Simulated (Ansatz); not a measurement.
# C3H9Sb (trimethylantimony): the energy to break a bond

C3H9Sb: 13 atoms, total charge 0, spin state singlet. As SMILES, `C[Sb](C)C`. The shape was relaxed beforehand at PBE0/def2-SVP.

```xyz
13

C    -0.6318    1.6249   -0.6007
Sb    0.6579   -0.0790   -0.9949
C     1.5587   -0.0751    0.9826
C    -0.8526   -1.5587   -0.4942
H    -0.0317    2.5464   -0.5771
H    -1.1458    1.5009    0.3638
H    -1.3796    1.7169   -1.4021
H     0.7816    0.0036    1.7571
H     2.1284   -1.0041    1.1322
H     2.2499    0.7757    1.0733
H    -0.3852   -2.5506   -0.4068
H    -1.6098   -1.5996   -1.2910
H    -1.3400   -1.3013    0.4577
```

Wanted: the dissociation energy of the H12–C4 bond into doublet H and doublet C3H8Sb (shapes relaxed at PBE0/def2-SVP, no zero-point term). 1 Eh = 2625.50 kJ/mol = 27.2114 eV. Totals in Eh; open shells run unrestricted unless said.

| level | program | C3H9Sb | doublet H | doublet C3H8Sb |
| --- | --- | --- | --- | --- |
| r2SCAN/def2-SVP (core potential) | Ansatz | -359.896678 | -0.499209 | -359.231528 |
| B3LYP/def2-SVP (core potential) | Ansatz | -359.970401 | -0.501259 | -359.299173 |
| wB97M-V/def2-SVP (core potential) | Ansatz | -359.753348 | -0.491712 | -359.085584 |

Work out the dissociation energy at each level.


1. r2SCAN/def2-SVP (core potential): (-0.499209) + (-359.231528) − (-359.896678) = 0.165941 Eh = 435.7 kJ/mol = 4.52 eV.
2. B3LYP/def2-SVP (core potential): (-0.501259) + (-359.299173) − (-359.970401) = 0.169969 Eh = 446.3 kJ/mol = 4.63 eV.
3. wB97M-V/def2-SVP (core potential): (-0.491712) + (-359.085584) − (-359.753348) = 0.176052 Eh = 462.2 kJ/mol = 4.79 eV.

The levels span 436 to 462 kJ/mol; no measured value is set beside them. A bond enthalpy at 298 K also holds the loss of zero-point energy and thermal terms.
